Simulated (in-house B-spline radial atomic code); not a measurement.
Configurations of Ce+, with energies counted from [Xe] 4f1 5d2. Computed with an all-electron radial atomic-structure program (B-spline basis): scalar-relativistic (X2C) BHandHLYP, spin-polarised, spherical fractional occupations, exact exchange averaged over the configuration, Fermi nucleus of rms radius 4.8771 fm. Shells without spins written out take the highest spin.

Occupations are held fixed; configurations that lie above the ionisation limit could autoionise.

```tsv
configuration	E - E(ref) (eV)	highest orbital	its <r> (bohr)
[Xe] 5d2 6f1	13.424	6f up	14.43
[Kr] 4d10 4f2 5s2 5p5 5d2	18.597	5d up	2.821
[Kr] 4d9 4f1 5s2 5p6 5d2 6s1	111.41	6s up	3.831
```

Order these further configurations by energy, lowest first.
A. [Kr] 4d9 4f2 5s2 5p6 5d2
B. [Xe] 4f1 5d1 6p1
C. [Xe] 5d2 6p1

B (3.0162 eV), C (7.491 eV), A (105.02 eV).
